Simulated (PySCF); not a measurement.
C₃H₉BO, SMILES CCBOC.

Geometry: r2SCAN-D4/def2-SVP. This is a generated structure with no PubChem entry under its InChIKey; it may be hypothetical. Other conformers were not sampled.

Computed with PySCF with PBE/def2-TZVP.

Isolated molecule, no solvent.

```yaml
total_energy: -219.62672 hartree
point_group: Cs
highest_occupied_level: -6.56 eV
lowest_empty_level: -0.94 eV
orbital_gap: 5.62 eV
dipole_moment: 1.88 D
quadrupole, principal values (traceless, Buckingham form, about the centre of nuclear charge): -4.95, 1.64, 3.31 D·Å
mean_static_polarisability: 57.5 bohr³ (8.52 Å³)
polarisability_principal_values: 47.3, 55.1, 70.1 bohr³
```
